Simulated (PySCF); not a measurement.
One entry of a table of gas-phase calculations, keyed by method. Lists by class give the value and the number of equivalent atoms.

```json
{
 "name": "SiHMe2(NiPr2)",
 "formula": "C8H21NSi",
 "smiles": "[H][Si](C)(C)N(C(C)C)C(C)C",
 "inchi": "InChI=1S/C8H21NSi/c1-7(2)9(8(3)4)10(5)6/h7-8,10H,1-6H3",
 "charge": 0,
 "multiplicity": 1,
 "geometry_level": "PBE0-D3(BJ)/def2-SVP",
 "atoms_angstrom": [
  ["Si", 0.757, 1.36, 0.551],
  ["H", 0.708, 1.418, 2.046],
  ["C", 2.556, 1.316, -0.001],
  ["H", 3.075, 0.457, 0.452],
  ["H", 3.091, 2.234, 0.29],
  ["H", 2.632, 1.217, -1.096],
  ["C", -0.062, 2.904, -0.147],
  ["H", -1.108, 2.975, 0.188],
  ["H", -0.06, 2.896, -1.249],
  ["H", 0.468, 3.813, 0.179],
  ["N", -0.096, -0.08, 0.057],
  ["C", -0.207, -0.344, -1.372],
  ["C", 0.548, -1.601, -1.805],
  ["C", -1.657, -0.358, -1.855],
  ["C", -0.653, -1.067, 0.976],
  ["C", 0.421, -1.73, 1.837],
  ["C", -1.782, -0.49, 1.828],
  ["H", 0.283, 0.506, -1.883],
  ["H", 0.116, -2.506, -1.35],
  ["H", 0.508, -1.73, -2.897],
  ["H", 1.604, -1.54, -1.5],
  ["H", -2.222, -1.189, -1.403],
  ["H", -2.161, 0.581, -1.583],
  ["H", -1.71, -0.48, -2.948],
  ["H", -1.099, -1.862, 0.355],
  ["H", 0.904, -0.992, 2.498],
  ["H", 1.201, -2.18, 1.206],
  ["H", -0.007, -2.519, 2.476],
  ["H", -2.24, -1.265, 2.463],
  ["H", -1.407, 0.306, 2.491],
  ["H", -2.565, -0.057, 1.188]
 ],
 "electronic_structure_code": "PySCF",
 "results": {
  "PBE0-D3(BJ)/def2-SVP geometry optimisation, gas phase": {
   "rotational_constants_GHz": [1.11, 0.892, 0.781]
  },
  "B3LYP/def2-SVPD ground state and vertical TDDFT (core frozen in the response)": {
   "dipole_D": 0.76,
   "homo_eV": -5.7,
   "lumo_eV": 0.27,
   "S1_eV": 5.19,
   "strongest_line_of_10_singlets_eV": 6.5,
   "T1_tda_eV": 5.16,
   "polarisability_au": 133.0,
   "r2_bohr2_about_centre_of_nuclear_charge": 2008.6,
   "singlets_eV_and_f": [
    [5.19, 0.022],
    [5.53, 0.0],
    [5.8, 0.001],
    [5.82, 0.005],
    [6.4, 0.0],
    [6.5, 0.059],
    [6.55, 0.004],
    [6.65, 0.036],
    [6.71, 0.058],
    [6.91, 0.002]
   ],
   "triplets_tda_eV": [5.16, 5.5, 5.67, 5.78]
  },
  "B3LYP/pcSseg-1 ground state and GIAO shieldings, non-relativistic": {
   "shift_vs_computed_TMS_C_by_class_ppm": [
    [47.3, 2],
    [25.7, 4],
    [-1.0, 2]
   ],
   "shift_vs_computed_TMS_H_by_class_ppm": [
    [4.79, 1],
    [2.77, 2],
    [1.08, 12],
    [0.06, 6]
   ],
   "shielding_other_nuclei_by_class_ppm": [
    ["N", 193.5, 1],
    ["Si", 361.4, 1]
   ]
  },
  "delta-SCF UKS SCAN, pcX-2 on the ionised atom, pcseg-1 elsewhere, spin-free X2C; 2p3/2 from a spin–orbit splitting computed afterwards within the 2p shell": {
   "core_binding_eV": [
    ["Si2p3/2", 105.95, 1],
    ["C1s", 289.68, 2],
    ["C1s", 290.2, 4],
    ["C1s", 291.15, 2],
    ["N1s", 403.32, 1],
    ["Si1s", 1845.85, 1]
   ]
  }
 }
}
```

With B = h/(8π²I), that is 505.379 GHz u Å² over I, the principal moments of inertia are 455.3, 566.6 and 647.1 u Å² (most abundant isotopes); the inertial defect Ic − Ia − Ib is -374.8 u Å² (zero for a rigid planar frame, negative otherwise). The dipole equals about 2.5 × 10⁻³⁰ C·m (1 D = 3.33564 × 10⁻³⁰ C·m). The rotational constants make it an asymmetric top with κ = (2B − A − C)/(A − C) = -0.3, nearer the prolate limit (−1). The vertical singlet–triplet gap S1 − T1 is 0.03 eV (TDDFT singlet less Tamm–Dancoff triplet; S1: HOMO→LUMO, weight 0.99; T1: HOMO→LUMO, weight 0.99). No computed singlet falls in the visible range (750 to 380 nm, 1.65 to 3.26 eV); S1 lies 1.93 eV above its blue end.

 NMR classes are plain means over equivalent atoms (diastereotopic ones count apart unless rotation or inversion swaps them), as if these changed places fast; in this geometry the members of some classes differ.

One conformer stands for the species.
